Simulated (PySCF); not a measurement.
Gas-phase equilibrium of 1 mol H2O, 47 mol O2 at 800 K and 1.01 bar, among 9 species (O2, O, HO2, H2O, H, H2O2, O3, H2, OH). Only gases are allowed; each row takes one source of thermochemistry for all species, and Cantera finds the minimum.

Method: PySCF energies (xtb for GFN2) plus ideal-gas RRHO corrections (1 bar). Table values come from the NASA 1993 polynomials. After a fit of one offset per element over all species, the range-separated, M06-2X, PBE0/def2-QZVP and CCSD(T)/def2-TZVPP enthalpies, where run, lie to one side of the table for O3 (+19 kJ/mol): a fault of the table's entry, another state or a shared error of the levels is possible; this was not checked at source. S°(298 K) at PBE0/def2-TZVP differs from the NASA 1993 table for H2O2 (-8 J/mol/K); whether the harmonic model or the table's entry is off was not settled. † marks an energy on the PBE0/def2-TZVP geometry and frequencies; other levels use their own. Open shells (unrestricted) among the columns below: O2 (multiplicity 3), HO2 (multiplicity 2); the rest are closed-shell singlets. GFN2 has no spin-polarisation term. B3LYP is the form with VWN-RPA correlation. No R ln 2 is added for the mirror-image form of H2O2. The harmonic model lacks anharmonicity and excited electronic states, which grow with temperature; levels with a mode under 35 cm⁻¹ are left out. Strong static correlation: O3. Internal rotation in H2O2 is treated as a harmonic vibration of one conformer, which makes the entropy rough. The table's entry may be an old estimate for HO2 (not checked at source). Warning, point group unlike the PBE0 one: H2O2 (GFN2-xTB).

Molecules larger than those listed are left out.

Mole fractions:

| thermochemistry | x O2 | x O3 | x H2O | x H2O2 | x HO2 |
|---|---|---|---|---|---|
| table | 0.98 | <1e-12 | 0.021 | 2.6e-12 | 2.5e-11 |
| B3LYP/def2-TZVP† | 0.98 | <1e-12 | 0.021 | <1e-12 | 6.6e-11 |
| BLYP/def2-TZVP† | 0.98 | <1e-12 | 0.021 | <1e-12 | 1.1e-10 |
| GFN2-xTB | 2.4e-6 | 0.97 | 0.027 | 0.0038 | 2.0e-7 |
| PBE/def2-TZVP† | 0.98 | <1e-12 | 0.021 | 1.4e-12 | 1.1e-10 |
| ωB97M-V/def2-TZVP† | 0.98 | <1e-12 | 0.021 | 1.4e-12 | 7.4e-11 |
| ωB97X-V/def2-TZVP† | 0.98 | <1e-12 | 0.021 | <1e-12 | 5.6e-11 |
The most sensitive of these is O3: it spans a factor of 10^12.0 over these rows; at this temperature one factor of ten is RT ln 10 = 15 kJ/mol.
